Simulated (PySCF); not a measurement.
Compound: C6H12Si.
Cartesian coordinates in Å at the PBE0-D3(BJ)/def2-SVP level; atoms count from 1:
```
atom  x, y, z in Å
C1     2.5055   -0.1442   -0.6822
C2     2.0825   -0.2461    0.5836
Si3    0.2784   -0.0836    1.0838
C4    -0.5898    1.4638    0.3937
C5    -1.4907    0.9105   -0.7220
C6    -2.0407   -0.4488   -0.2801
C7    -0.8693   -1.3184    0.2011
H8     3.5615   -0.2401   -0.9594
H9     1.8128    0.0433   -1.5121
H10    2.8362   -0.4337    1.3598
H11    0.1960   -0.1664    2.5766
H12    0.1005    2.2455    0.0434
H13   -1.2051    1.9105    1.1935
H14   -2.3029    1.6085   -0.9847
H15   -0.8946    0.7703   -1.6422
H16   -2.7516   -0.2937    0.5513
H17   -2.6113   -0.9337   -1.0897
H18   -0.3236   -1.7411   -0.6601
H19   -1.1898   -2.1668    0.8241
```

The closed-shell ground state was solved at several levels (PySCF, density fitting, gas phase, non-relativistic).

```tsv
level	basis functions	total energy (Eh)	HOMO (eV)	LUMO (eV)	gap (eV)	dipole (D)
PBE0/pcSseg-1	186	-524.8886	-7.45	-0.52	6.93	0.54
wB97X-D/def2-SVPD	240	-525.0147	-9.26	1.21	10.47	0.54
```

(1) Estimate the row for KT2/pcSseg-1, a basis of 186 functions; the other rows only guide the guess.

(2) Over all these levels, which gives the widest orbital gap and which the narrowest?

(3) How far do the dipole and the HOMO energy spread over the levels?

## Answers

(1) Total energy -532.0196 Eh, HOMO -6.34 eV, LUMO -1.47 eV, gap 4.87 eV, dipole 0.53 D.

(2) wB97X-D/def2-SVPD (range-separated hybrid) has the widest, 10.47 eV, and KT2/pcSseg-1 (GGA) the narrowest, 4.87 eV. Functional and basis both differ between the two, so the spread mixes both effects.

(3) The dipole runs from 0.53 to 0.54 D (mean 0.54 D) and the HOMO from -9.26 to -6.34 eV.

One conformer stands for the species.

wB97X-D is run here without its empirical dispersion term; that term would change no orbital, density or response property at a fixed geometry.
